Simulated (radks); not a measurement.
The numbers below are computed, except where a source is named.
Ionisation of Zn+, [Ar] 3d10 4s1, to Zn2+, [Ar] 3d10, under several functionals. Dirac Kohn-Sham, spin-unpolarised, spherical densities, finite nucleus; a radial shooting solver on a logarithmic mesh with Libxc functionals.

| functional | E(Zn+) (hartree) | Exc (hartree) | IE (eV) | -e(HOMO) (eV) | <r> HOMO (bohr) | IE error (eV) |
|---|---|---|---|---|---|---|
| OLYP | -1796.49494 | -72.23605 | 18.077 | 13.542 | 2.443 | +0.112 |
| exchange-only PBE | -1794.33847 | -69.95047 | 17.934 | 13.388 | 2.438 | -0.031 |
| SOGGA | -1794.07763 | -69.70107 | 18.216 | 13.835 | 2.397 | +0.252 |
| Wu-Cohen GGA | -1795.25113 | -70.89674 | 18.350 | 14.001 | 2.383 | +0.385 |
| B86b exchange with PBE correlation | -1796.07214 | -71.73113 | 18.473 | 14.040 | 2.396 | +0.508 |
| BP86 | -1796.24615 | -71.90546 | 18.524 | 14.193 | 2.384 | +0.560 |
| AM05 | -1793.17343 | -68.78189 | 18.306 | 13.940 | 2.393 | +0.341 |

NIST Atomic Spectra Database: 17.964 eV (measured). Closest: exchange-only PBE. The Delta-SCF values span 0.59 eV, the total energies 3.32 hartree. The highest occupied level is 4s1/2. Spin polarisation and multiplet splitting are left out, so open shells lie too high by an amount that depends on their filling.

Beside tabulated values, note that spin-unpolarised runs miss the spin-polarisation part of the exchange energy of open shells.
